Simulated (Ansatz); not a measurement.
C₂H₈ClNSi₂ (`C=CN([SiH3])[SiH2]Cl`). The species carries charge 0 and has multiplicity 1. The geometry is a stationary point of PBE0-D4/def2-TZVP. It is one conformer, not always the lowest.

```xyz
14

C    -1.022    1.790    0.840
C    -0.900    0.464    0.784
N     0.009   -0.257    0.002
Si    0.014   -2.008    0.074
Si    1.083    0.663   -1.000
Cl    2.260   -0.693   -1.997
H    -1.767    2.231    1.487
H    -0.409    2.475    0.265
H    -1.554   -0.153    1.394
H    -1.053   -2.362    1.043
H     1.316   -2.531    0.555
H    -0.292   -2.610   -1.247
H     0.345    1.457   -2.006
H     1.969    1.533   -0.194
```

Question: What is the dipole moment at B3LYP/def2-TZVPP? (Best estimate.)

Answer: Computed: 0.86 D, with components (-0.63, 0.20, 0.55) D in this frame, pointing from negative to positive charge.

Question: And with PBE, r2SCAN, ωB97M-V? (Estimate.)

Answer: Ansatz gave: PBE 0.77 D, r2SCAN 0.84 D, ωB97M-V 0.91 D.

Question: Give the Mulliken charges with B3LYP, ωB97M-V, PBE in def2-TZVPP. (Estimate.)

Answer: The calculation gave: 
| atom | B3LYP | ωB97M-V | PBE |
| --- | --- | --- | --- |
| C1 | -0.28 | -0.27 | -0.25 |
| C2 | -0.01 | 0.02 | -0.02 |
| N3 | -0.23 | -0.27 | -0.12 |
| Si4 | 0.30 | 0.18 | 0.22 |
| Si5 | 0.45 | 0.32 | 0.36 |
| Cl6 | -0.24 | -0.20 | -0.20 |
| H7 | 0.10 | 0.09 | 0.09 |
| H8 | 0.08 | 0.08 | 0.07 |
| H9 | 0.10 | 0.09 | 0.08 |
| H10 | -0.07 | -0.02 | -0.05 |
| H11 | -0.05 | -0.01 | -0.04 |
| H12 | -0.05 | -0.01 | -0.04 |
| H13 | -0.05 | 0.00 | -0.04 |
| H14 | -0.05 | 0.00 | -0.04 |

B3LYP here is the variant with VWN-RPA as its local correlation; programs differ in this.
